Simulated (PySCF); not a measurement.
CH4Cl2OSSi, SMILES CO[Si](S)(Cl)Cl. Atoms are numbered in the order given.

```xyz
10

C     -2.3116     0.0006     1.3017
O     -1.3857     0.7377     0.5102
Si     0.0393     0.1234    -0.0583
S      1.3052    -0.3619     1.6007
Cl     0.8232     1.5835    -1.2757
Cl    -0.2784    -1.5808    -1.2028
H     -3.1304     0.6865     1.5943
H     -1.8354    -0.4022     2.2224
H     -2.7434    -0.8480     0.7279
H      1.9690    -1.3248     0.9024
```

The structure is a stationary point at PBE-D3(BJ)/def2-SVP. The structure was generated by enumeration, and PubChem lists no compound with its InChIKey, so it may never have been made. The values are those of a single conformer.

The numbers are results of PBE-D3(BJ)/def2-SVP run with PySCF 2.14.0, not measurements.

Frequencies are harmonic and unscaled.

```json
[
 {"mode": "1", "ν (cm⁻¹)": "63", "IR (km/mol)": "2.6", "moving atoms (share of kinetic energy)": "H 36 %, C 32 %, Cl 16 %, S 8 %"},
 {"mode": "2", "ν (cm⁻¹)": "90", "IR (km/mol)": "0.7", "moving atoms (share of kinetic energy)": "H 90 %"},
 {"mode": "3", "ν (cm⁻¹)": "103", "IR (km/mol)": "6.3", "moving atoms (share of kinetic energy)": "H 37 %, Cl 25 %, S 21 %, C 12 %"},
 {"mode": "4", "ν (cm⁻¹)": "131", "IR (km/mol)": "2.2", "moving atoms (share of kinetic energy)": "H 36 %, C 27 %, Cl 25 %"},
 {"mode": "5", "ν (cm⁻¹)": "154", "IR (km/mol)": "0.7", "moving atoms (share of kinetic energy)": "Cl 40 %, S 30 %, O 10 %"},
 {"mode": "6", "ν (cm⁻¹)": "182", "IR (km/mol)": "10.4", "moving atoms (share of kinetic energy)": "Cl 47 %, H 26 %, S 16 %"},
 {"mode": "7", "ν (cm⁻¹)": "203", "IR (km/mol)": "7.1", "moving atoms (share of kinetic energy)": "Cl 35 %, Si 21 %, S 16 %, O 13 %, H 9 %"},
 {"mode": "8", "ν (cm⁻¹)": "261", "IR (km/mol)": "17.3", "moving atoms (share of kinetic energy)": "O 50 %, S 20 %, Cl 15 %, H 8 %"},
 {"mode": "9", "ν (cm⁻¹)": "311", "IR (km/mol)": "3.7", "moving atoms (share of kinetic energy)": "O 36 %, Cl 31 %, C 15 %, H 11 %"},
 {"mode": "10", "ν (cm⁻¹)": "416", "IR (km/mol)": "6.9", "moving atoms (share of kinetic energy)": "Cl 44 %, S 30 %, O 15 %, Si 9 %"},
 {"mode": "11", "ν (cm⁻¹)": "565", "IR (km/mol)": "137.3", "moving atoms (share of kinetic energy)": "Si 60 %, Cl 18 %, H 12 %, S 9 %"},
 {"mode": "12", "ν (cm⁻¹)": "613", "IR (km/mol)": "196.2", "moving atoms (share of kinetic energy)": "Si 70 %, Cl 24 %"},
 {"mode": "13", "ν (cm⁻¹)": "706", "IR (km/mol)": "45.8", "moving atoms (share of kinetic energy)": "H 74 %, Si 9 %"},
 {"mode": "14", "ν (cm⁻¹)": "802", "IR (km/mol)": "75.2", "moving atoms (share of kinetic energy)": "Si 45 %, O 25 %, C 16 %, H 14 %"},
 {"mode": "15", "ν (cm⁻¹)": "1109", "IR (km/mol)": "220.5", "moving atoms (share of kinetic energy)": "O 41 %, C 33 %, H 24 %"},
 {"mode": "16", "ν (cm⁻¹)": "1134", "IR (km/mol)": "0.4", "moving atoms (share of kinetic energy)": "H 77 %, C 19 %"},
 {"mode": "17", "ν (cm⁻¹)": "1163", "IR (km/mol)": "90.2", "moving atoms (share of kinetic energy)": "H 53 %, O 23 %, C 22 %"},
 {"mode": "18", "ν (cm⁻¹)": "1418", "IR (km/mol)": "2.9", "moving atoms (share of kinetic energy)": "H 92 %"},
 {"mode": "19", "ν (cm⁻¹)": "1418", "IR (km/mol)": "3.0", "moving atoms (share of kinetic energy)": "H 93 %"},
 {"mode": "20", "ν (cm⁻¹)": "1425", "IR (km/mol)": "11.3", "moving atoms (share of kinetic energy)": "H 96 %"},
 {"mode": "21", "ν (cm⁻¹)": "2625", "IR (km/mol)": "1.6", "moving atoms (share of kinetic energy)": "H 97 %"},
 {"mode": "22", "ν (cm⁻¹)": "2943", "IR (km/mol)": "53.2", "moving atoms (share of kinetic energy)": "H 97 %"},
 {"mode": "23", "ν (cm⁻¹)": "3024", "IR (km/mol)": "20.7", "moving atoms (share of kinetic energy)": "H 90 %, C 10 %"},
 {"mode": "24", "ν (cm⁻¹)": "3068", "IR (km/mol)": "16.1", "moving atoms (share of kinetic energy)": "H 90 %, C 10 %"}
]
```
